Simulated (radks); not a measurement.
Fractional charge and spin in the 6s shell of mercury: the spin-up occupation runs from 0 to 1 and the spin-down occupation from 0 to 1; the fullest corner is Hg, [Xe] 4f14 5d10 6s(up 1, down 1). All-electron calculation, scalar-relativistic Kohn-Sham, r2SCAN, spin-polarised, spherical densities, finite nucleus; meta-GGA in the generalised Kohn-Sham scheme; Fermi nuclear charge, rms radius of each element as measured or else 0.836 A^(1/3) + 0.57 fm. Program: a radial shooting solver on a logarithmic mesh with Libxc functionals. Energy (eV) above the fullest corner. The planes named below are the two flat planes that join the four corners, with an edge along up + down = one added electron.

\begin{tabular}{lrrrrr}
down \ up & 0 & 0.25 & 0.5 & 0.75 & 1 \\ \hline
0 & 29.461 & 23.986 & 18.982 & 14.446 & 10.370 \\
0.25 & 23.986 & 19.087 & 14.651 & 10.672 & 7.141 \\
0.5 & 18.982 & 14.651 & 10.770 & 7.336 & 4.340 \\
0.75 & 14.446 & 10.672 & 7.336 & 4.436 & 1.962 \\
1 & 10.370 & 7.141 & 4.340 & 1.962 & 0.000 \\
\end{tabular}

Corners above the fullest one (they belong to Hg+ and the next ion): (up 1, down 0) 10.370 eV, (up 0, down 1) 10.370 eV, (up 0, down 0) 29.461 eV. With half an added electron in each spin the energy lies 0.400 eV from the planes (fractional-spin error, the static-correlation error of a stretched bond), and with half an added electron in spin up alone -0.934 eV (fractional-charge error). For a frontier s shell over closed shells the exact functional lies on the planes.
